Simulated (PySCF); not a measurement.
SiHBr3, SMILES Br[SiH](Br)Br.

Coordinates come from a ωB97X-D3(BJ)/def2-SVP optimisation.

Computed with PBE/def2-TZVP run with PySCF.

Symmetry labels are those of the subgroup Cs that the program uses (full group C3v).

Computed valence orbital energies around the gap with their symmetry:
| orbital | symmetry | energy (eV) |
|---|---|---|
| HOMO−7 | A" | -10.06 |
| HOMO−6 | A' | -10.06 |
| HOMO−5 | A" | -8.14 |
| HOMO−4 | A' | -8.14 |
| HOMO−3 | A' | -7.73 |
| HOMO−2 | A" | -7.64 |
| HOMO−1 | A' | -7.64 |
| HOMO | A" | -7.29 |
| LUMO | A' | -1.90 |
| LUMO+1 | A' | -1.00 |
| LUMO+2 | A" | -1.00 |
| LUMO+3 | A' | 0.16 |
